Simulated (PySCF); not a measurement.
C$_{6}$H$_{10}$, singlet, at a GFN2-xTB geometry; DF-R2SCAN/def2-TZVPD in PySCF.

The PySCF input:
```python
from pyscf import gto, scf, dft

mol = gto.Mole()
mol.atom = '''
    C     2.50700374   -0.45627917    0.20217439
    C     1.29303850   -0.03797426    0.03288093
    C     0.07365489    0.38338563   -0.12570517
    C    -0.34030116    1.18690929   -1.32754963
    C    -1.00337781    0.07186092    0.88622380
    C    -1.89905655   -1.07600844    0.42035534
    H     3.24849283    0.13605518    0.71664615
    H     2.83598614   -1.41643774   -0.16556056
    H    -1.13102238    0.67328482   -1.87291026
    H    -0.72314618    2.15764259   -1.01226337
    H     0.50130188    1.34218649   -1.99761804
    H    -1.61246558    0.96532177    1.04520406
    H    -0.53993445   -0.20055532    1.83645067
    H    -2.65115881   -1.29720111    1.17463879
    H    -1.30469626   -1.97111214    0.25064739
    H    -2.40912675   -0.82054829   -0.50551269
'''
mol.basis = 'def2-tzvpd'
mol.verbose = 4
mol.max_memory = 1800
mol.build()

mf = dft.RKS(mol)
mf.xc = 'r2scan'
mf = mf.density_fit(auxbasis='def2-universal-jkfit')
mf.kernel()
```

Output, abridged:

```
PySCF version 2.14.0

[INPUT] verbose = 4
[INPUT] num. atoms = 16
[INPUT] num. electrons = 46
[INPUT] charge = 0
[INPUT] spin (= nelec alpha-beta = 2S) = 0
[INPUT] symmetry False subgroup None
[INPUT] Mole.unit = angstrom
[INPUT] Symbol           X                Y                Z      unit          X                Y                Z       unit  Magmom
[...]
nuclear repulsion = 219.844612687736
number of shells = 128
number of NR pGTOs = 422
number of NR cGTOs = 312
basis = def2-tzvpd
ecp = {}

******** <class 'pyscf.df.df_jk.DFRKS'> ********
method = DFRKS
initial guess = minao
damping factor = 0
level_shift factor = 0
DIIS = <class 'pyscf.scf.diis.CDIIS'>
diis_start_cycle = 1
diis_space = 8
diis_damp = 0
SCF conv_tol = 1e-09
SCF conv_tol_grad = None
SCF max_cycles = 50
direct_scf = False
XC library pyscf.dft.libxc version 7.1.2
    S. Lehtola, C. Steigemann, M. J. T. Oliveira, and M. A. L. Marques,  SoftwareX 7, 1–5 (2018)
XC functionals = r2scan
    J. W. Furness, A. D. Kaplan, J. Ning, J. P. Perdew, and J. Sun,  J. Phys. Chem. Lett. 11, 8208–8215 (2020)
    J. W. Furness, A. D. Kaplan, J. Ning, J. P. Perdew, and J. Sun,  J. Phys. Chem. Lett. 11, 9248–9248 (2020)
    J. W. Furness, A. D. Kaplan, J. Ning, J. P. Perdew, and J. Sun,  J. Phys. Chem. Lett. 11, 8208–8215 (2020)
    J. W. Furness, A. D. Kaplan, J. Ning, J. P. Perdew, and J. Sun,  J. Phys. Chem. Lett. 11, 9248–9248 (2020)
radial grids:
    Treutler-Ahlrichs [JCP 102, 346 (1995); DOI:10.1063/1.469408] (M4) radial grids

becke partition: Becke, JCP 88, 2547 (1988); DOI:10.1063/1.454033
pruning grids: <function nwchem_prune>
grids dens level: 3
symmetrized grids: False
atomic radii adjust function: <function treutler_atomic_radii_adjust>
small_rho_cutoff = 0
Set gradient conv threshold to 3.16228e-05
Initial guess from minao.
tot grids = 182792
init E= -234.833252398833

WARN: 1 small eigenvectors of overlap matrix removed because of linear dependency between AOs.

[...]
cycle= 1 E= -234.455615020475  delta_E= 0.378  |g|= 0.534  |ddm|= 6.14
[...]
cycle= 2 E= -234.413534526019  delta_E= 0.0421  |g|= 0.665  |ddm|= 3.48
[...]
cycle= 3 E= -234.532801179019  delta_E= -0.119  |g|= 0.0971  |ddm|= 1.35
[...]
cycle= 4 E= -234.534462136396  delta_E= -0.00166  |g|= 0.0609  |ddm|= 0.192
[...]
cycle= 5 E= -234.535464939862  delta_E= -0.001  |g|= 0.0106  |ddm|= 0.105
[...]
cycle= 6 E= -234.53548755706  delta_E= -2.26e-05  |g|= 0.00476  |ddm|= 0.026
[...]
cycle= 7 E= -234.535492590415  delta_E= -5.03e-06  |g|= 0.00151  |ddm|= 0.00845
[...]
cycle= 8 E= -234.535493145393  delta_E= -5.55e-07  |g|= 0.000491  |ddm|= 0.0033
[...]
cycle= 9 E= -234.535493206021  delta_E= -6.06e-08  |g|= 0.000108  |ddm|= 0.00164
[...]
cycle= 10 E= -234.535493209237  delta_E= -3.22e-09  |g|= 1.87e-05  |ddm|= 0.000314
[...]
cycle= 11 E= -234.535493209307  delta_E= -7e-11  |g|= 1.03e-05  |ddm|= 0.000102
[...]
Extra cycle  E= -234.535493209285  delta_E= 2.2e-11  |g|= 1.39e-05  |ddm|= 4.18e-05
converged SCF energy = -234.535493209285
```
